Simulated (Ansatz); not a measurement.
CH$_{5}$BrGaNO (SMILES C[O][Ga]([NH2])[Br]), singlet, geometry from GFN2-xTB (such geometries of metal compounds can be far from the true shape); CASSCF(4,5)/STO-3G (Ansatz, an electronic-structure program).

Here is a job for Ansatz.
Ansatz 0.2 input:
```yaml
crystal:
  periodic: [false, false, false]
  atoms:
    - {symbol: Ga, position_ang: [0.52629854, 0.22233862, 0.00214469]}
    - {symbol: Br, position_ang: [-1.60428428, -0.05605904, 0.67447190]}
    - {symbol: O, position_ang: [0.81923501, -0.78809870, -1.38646626]}
    - {symbol: C, position_ang: [1.83236493, -1.16047167, -2.29740100]}
    - {symbol: H, position_ang: [1.94056187, -2.24735438, -2.27004300]}
    - {symbol: H, position_ang: [1.53406669, -0.85252062, -3.30262886]}
    - {symbol: H, position_ang: [2.79658165, -0.70429322, -2.05740473]}
    - {symbol: N, position_ang: [1.72475889, 1.23245978, 0.96183743]}
    - {symbol: H, position_ang: [1.37217102, 1.94768886, 1.58632611]}
    - {symbol: H, position_ang: [2.56993219, 1.56645006, 0.51402236]}
basis:
  gaussian:
    orbitals: STO-3G
hamiltonian:
  xc: hf
magnetization: {spin_polarized: false}
correlation: {active_space: {window: {electrons: 4, orbitals: 5}}}
```

The log (banner, timings and long lists left out):

```
Functional definition: HF
646 factors; integrals over basis functions are off by at most 3.1e-5 eV
mean field evaluation 1: about -125538.3548 eV, gradient 2.6e1 eV
mean field evaluation 2: about -125538.5042 eV, gradient 2.6e1 eV
mean field evaluation 4: about -125541.1278 eV, gradient 2.0e0 eV
mean field evaluation 8: about -125541.1515 eV, gradient 3.4e-2 eV
mean field -125541.14958435 eV, -4613.5521523775 hartree, gradient 2.3e-6 eV, S^2 0.000000; 0 other end points of the search recorded, 0 dependent functions left out
reference -125541.14958435 eV, -4613.5521523775 hartree; 46, 46 occupied and 10, 10 virtual orbitals, 646 factors
state -125542.17109789 eV, -4613.5896923074 hartree
Total energy: -125542.17109789 eV, -4613.5896923074 hartree
```
